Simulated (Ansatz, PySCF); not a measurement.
Reaction (SMILES): [SiH]Cl + 2 [H][H] (H2) -> Cl (HCl) + [SiH4] (SiH4)
Each molecule is optimised on its own at B3LYP-D3(BJ)/def2-TZVP (Ansatz, a quantum-chemistry and plane-wave program). Unstable Hartree-Fock reference: [SiH]Cl.

Property: energy of full hydrogenation (electronic energy difference), in kcal/mol. Valence correlation only, unless marked. No spin-orbit coupling. Non-relativistic. CBS(X,Y): correlation extrapolated as X^-3; Hartree-Fock from the larger set.

CCSD(T)/CBS(def2-TZVPPD,def2-QZVPPD) (Ansatz) gives -34.0 kcal/mol.

Problem. Another calculation gave -33.3 kcal/mol. Which level was it?
A) B2PLYP/def2-TZVPD (Ansatz)
B) M06-L/def2-TZVPD (PySCF)
C) SVWN5/def2-TZVPD (Ansatz)
D) PBE0/def2-TZVPD (Ansatz)

Solution. A, B2PLYP/def2-TZVPD (Ansatz). The others give -39.5 (SVWN5), -36.5 (PBE0), -43.1 (M06-L) kcal/mol.
